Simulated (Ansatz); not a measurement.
# Relative stability

Two relaxed structures of NaBSiH₄O, singlet (PBE0-D4/def2-TZVP; forces vanish, vibrations not checked).

A:

```csv
atom,x (Å),y (Å),z (Å)
O1,-0.8385,0.6436,-0.9533
Si2,0.3348,0.4643,0.2958
B3,0.3419,-1.4890,0.6137
Na4,-1.3184,-1.5849,-1.2818
H5,-1.0034,1.5495,-1.2247
H6,1.6048,1.0193,-0.2783
H7,-0.1257,1.4100,1.3648
H8,1.0045,-2.0128,1.4638
```

B:

O1  (-0.867, 0.545, -0.924)
Si2  (0.577, 0.345, 0.007)
B3  (0.694, -1.261, 0.916)
Na4  (-0.852, -1.731, -1.108)
H5  (-1.352, 1.360, -0.792)
H6  (1.581, 1.303, -0.532)
H7  (1.719, -1.616, 1.420)
H8  (-0.322, -1.887, 1.164)
(Å)

Ansatz 0.2.0; basis: def2-TZVPP; cores frozen in the correlated methods. The outer core shell of Li, Na, Mg and K is correlated. The def2 sets are not built for correlating such inner shells, so the correlated values are less sure here. B3LYP uses VWN-RPA correlation.

**Question.** Which structure is lower at CCSD(T), and by how much? (An estimate is asked for; the value comes from the calculation.)

**Answer.** The calculation gives: B, by 100.3 kJ/mol (electronic energy, against the other). By their contacts, A is NaBSiH₄O ([BH]1[Na]2[OH][SiH2]12) and B is NaBSiH₄O ([H]1[BH]2[SiH]3[OH][Na]123).

All methods give the same order:

```json
{"method": "PBE-D4", "E(B) − E(A) (kJ/mol)": "-113.7"}
{"method": "r2SCAN-D4", "E(B) − E(A) (kJ/mol)": "-113.9"}
{"method": "PBE0-D4", "E(B) − E(A) (kJ/mol)": "-107.1"}
{"method": "B3LYP-D4", "E(B) − E(A) (kJ/mol)": "-96.6"}
{"method": "wB97M-V", "E(B) − E(A) (kJ/mol)": "-97.4"}
{"method": "HF", "E(B) − E(A) (kJ/mol)": "-55.0"}
{"method": "MP2", "E(B) − E(A) (kJ/mol)": "-109.0"}
{"method": "CCSD", "E(B) − E(A) (kJ/mol)": "-91.7"}
{"method": "CCSD(T)", "E(B) − E(A) (kJ/mol)": "-100.3"}
```

T1 diagnostic: at most 0.014. The restricted Hartree–Fock reference is unstable towards an unrestricted one at one or more of these structures.

Labels in which every atom is bracketed show which atoms are joined, not bond orders.

For scale, one of the runs: CCSD(T)/def2-TZVPP, 192 basis functions, launched by `ansatz run in.yaml --threads 2 --pin off --events-out ev --progress --plain --max-ram 4352MiB`. Hardware: 2 CPU threads of an AMD EPYC 9B45, shared host. Wall time 25 s; peak host memory 2.3 GiB.
